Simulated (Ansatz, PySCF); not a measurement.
Pair of molecules: H2S (SMILES S) (first 3 atoms) with C3H4 (SMILES C=C=C); geometry from B3LYP-D3(BJ)/def2-TZVP, rigid monomers moved along the line of their centres of mass till H3···C5 is 2.39 Å.
(charge 0, multiplicity 1):
```xyz
10

S      0.17902     0.15321    -0.49991
H      0.31789    -1.17979    -0.42046
H      0.66804     0.33445     0.73996
C     -1.22466    -0.29423     2.82329
C      0.03219    -0.02962     3.02009
C      1.29333     0.23848     3.19883
H     -1.88091    -0.55304     3.64611
H     -1.64973    -0.25913     1.82633
H      1.63134     1.24894     3.39895
H      2.04569    -0.54134     3.16488
```

Counterpoise-corrected where a basis set is named; no monomer relaxation.

Correlated levels freeze the cores.

Programs: Ansatz (a program for electronic structure) with Gaussian orbitals; PySCF for the dispersion terms. 

Task: What interaction energy does PBE-D4/def2-TZVPPD give?

Result: -2.1 kcal/mol
